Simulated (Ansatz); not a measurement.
`CNB(O)F` + H₂ → `CNBF` + H₂O at 600 K and 1 bar (hydrogenolysis of a B–O bond).

Calculated with Ansatz (gas phase, PBE0-D4/def2-TZVP geometries, no zero-point term in ΔE). CCSD(T)/CBS adds triple-zeta CCSD(T) − MP2 to the extrapolated MP2 energy (def2 sets, frozen cores). This one scheme is used for every species. Each species was taken in one conformer, which may not be the lowest.

```json
{"species": "`CNB(O)F`", "CCSD(T)/CBS energy (Eh)": "-295.68142", "H − E (kJ/mol)": "257.0", "S (J/(mol·K))": "398.6"}
{"species": "H₂", "CCSD(T)/CBS energy (Eh)": "-1.17544", "H − E (kJ/mol)": "43.9", "S (J/(mol·K))": "150.8"}
{"species": "`CNBF`", "CCSD(T)/CBS energy (Eh)": "-220.44549", "H − E (kJ/mol)": "231.8", "S (J/(mol·K))": "357.4"}
{"species": "H₂O", "CCSD(T)/CBS energy (Eh)": "-76.37941", "H − E (kJ/mol)": "76.8", "S (J/(mol·K))": "212.8"}
```

H − E and S are ideal-gas, rigid-rotor, harmonic terms from PBE0-D4/def2-TZVP, for one conformer and one mirror image of each species. For small species the MP2-based limit differs from directly extrapolated CCSD(T) by up to some mEh (0.8 for H₂); such offsets cancel only in part. 1 Eh = 2625.50 kJ/mol, R = 8.31446 J/(mol·K).

Question: By hand: ΔE, ΔH, ΔS and ΔG.

Answer: ΔE = (-220.44549) + (-76.37941) − (-295.68142) − (-1.17544) = 0.03196 Eh = 83.9 kJ/mol. Δ(H − E) = 231.8 + 76.8 − 257.0 − 43.9 = 7.7, so ΔH = 91.6 kJ/mol. ΔS = 357.4 + 212.8 − 398.6 − 150.8 = 20.8 J/(mol·K). ΔG = 91.6 − 600 × (20.8)/1000 = 79.1 kJ/mol.

Question: By hand: the equilibrium constant, and the temperature at which ΔG would vanish if ΔH and ΔS stayed fixed.

Answer: log₁₀ K = −ΔG/(RT ln 10) = -6.9. ΔG = 0 at ΔH/ΔS = 4404 K, far beyond where these terms or the molecules hold.

ΔH outweighs TΔS. A doubt of 5 kJ/mol in ΔE shifts log₁₀ K by 0.4 here. Other conformers and mirror images would add mixing entropy, several J/(mol·K) or more a flexible species. These are equilibria of isolated gas molecules and say nothing of rates. Largest T1 diagnostic: 0.012 (customary marks: 0.02 for closed shells, 0.045 for open ones).
